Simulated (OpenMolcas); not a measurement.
Ti3+ with 5 ligands (iodide, oxide on the axis) in trigonal bipyramidal coordination (D3h) at 2.73 Å, the axial distance 1.985 Å. A charge of +0.8 e stands 3.2 Å behind each ligand. Ligand basis ANO-RCC-VDZP.

```
Program             : OpenMolcas 26.06
Method              : CASSCF
Basis               : ANO-RCC-VTZP [6s5p3d2f1g]
Scalar Hamiltonian  : DKH2, point nucleus
Active space        : 1 electron in 5 orbitals (3d)
State averaging     : 2S+1 = 2 even, 5 roots
Spin-orbit coupling : state interaction with AMFI integrals over the reference wave functions
```

Q: What is the spin-free ground state (labels of D3, the rotations of D3h)?

A: 2E, 2-fold in its orbital part, 100 % from free-ion D terms; it has the highest spin that d1 allows.

Q: Where is the first state of the same spin?

A: 2E at 11600 cm-1 above the ground state.

Q: What are the lowest two levels with spin-orbit coupling?

A: A 2-fold level E3/2 with g = 0.00, 0.00, 1.56, then a 2-fold level E1/2 136.4 cm-1 above it. Their leading multiplicities are 2 (100 %) and 2 (100 %).

Q: What is χT at 300 K, and how does it compare with the textbook value?

A: The lowest level has 2S+1 = 2, for which the spin-only value is χT = S(S+1) / 2 = 0.375 cm3 K/mol (g = 2). The computed 0.626 at 300 K differs by +0.251, through orbital momentum, spin-orbit coupling and any other state in reach.

An orbital doublet at a regular site is open to a Jahn-Teller distortion, which this geometry leaves out. The least metal-like active orbital is 74 % on the metal (Löwdin) and no ligand orbital is active, so the numbers are rough. Ligand-to-metal charge-transfer states are missing. With metal d orbitals alone and no dynamic correlation the field as a rule comes out too small, by tens of per cent, by up to half for chloride and softer ligands. No measured value stands beside these numbers; the geometry is a model, was not optimised and need not be the one that this ion takes.
